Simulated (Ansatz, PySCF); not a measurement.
Gas-phase reaction in SMILES: CCOC=O → [CH2]COC=O + H atom (the C-H bond at the site shown breaks; other sites are not compared here)
Each molecule is optimised on its own at B3LYP-D3(BJ)/def2-TZVP (Ansatz, a first-principles code), one conformer each, not searched for the lowest.
Geometry of the first species:
SMILES: CCOC=O
```xyz
11

C     -2.1634     0.3523    -0.1675
C     -0.8389    -0.2557     0.2267
O      0.2076     0.5270    -0.4008
C      1.4624     0.1343    -0.1637
O      1.7944    -0.7977     0.5146
H     -2.2955     0.3318    -1.2497
H     -2.9771    -0.2138     0.2889
H     -2.2335     1.3870     0.1698
H     -0.6824    -0.2386     1.3060
H     -0.7441    -1.2895    -0.1078
H      2.1555     0.8036    -0.6915
```

Property: bond dissociation energy (enthalpy at 298 K, with B3LYP-D3(BJ) rigid-rotor harmonic-oscillator terms from PySCF), in eV. Valence correlation only, unless marked. UHF or UKS for open shells. Spin-orbit coupling is left out. No relativistic terms. Basis-set limits of correlation are two-point, X^-3; Hartree-Fock from the larger set. The bracket is a focal-point correction in the basis named.

```json
[
 {"level": "PBE-D4/def2-TZVPD", "program": "Ansatz + dftd4", "bond dissociation energy (eV)": "4.28"},
 {"level": "B3LYP/def2-TZVPD", "program": "Ansatz", "bond dissociation energy (eV)": "…"},
 {"level": "PBE0-D3(BJ)/def2-TZVPD", "program": "Ansatz + dftd3", "bond dissociation energy (eV)": "4.28"},
 {"level": "BHLYP-D3(BJ)/def2-TZVPD", "program": "Ansatz + dftd3", "bond dissociation energy (eV)": "4.31"},
 {"level": "BHLYP-D4/def2-TZVPD", "program": "Ansatz + dftd4", "bond dissociation energy (eV)": "4.30"},
 {"level": "r2SCANh-D4/def2-TZVPD", "program": "Ansatz + dftd4", "bond dissociation energy (eV)": "4.21"},
 {"level": "r2SCAN0/def2-TZVPD", "program": "Ansatz", "bond dissociation energy (eV)": "4.21"},
 {"level": "CAM-B3LYP-D4/def2-TZVPD", "program": "Ansatz + dftd4", "bond dissociation energy (eV)": "…"},
 {"level": "wB97X-V/def2-TZVPD", "program": "Ansatz", "bond dissociation energy (eV)": "…"},
 {"level": "CCSD/6-31G", "program": "Ansatz", "bond dissociation energy (eV)": "3.97"},
 {"level": "CCSD/cc-pVTZ", "program": "Ansatz", "bond dissociation energy (eV)": "…"},
 {"level": "RI-MP2/CBS(cc-pVTZ,cc-pVQZ)+[CCSD(T)-MP2]/cc-pVTZ", "program": "Ansatz", "bond dissociation energy (eV)": "4.49"}
]
```

**Question.** What belongs in the gaps?

**Answer.** 
- B3LYP/def2-TZVPD, bond dissociation energy (eV): 4.34
- CAM-B3LYP-D4/def2-TZVPD, bond dissociation energy (eV): 4.37
- wB97X-V/def2-TZVPD, bond dissociation energy (eV): 4.42
- CCSD/cc-pVTZ, bond dissociation energy (eV): 4.38
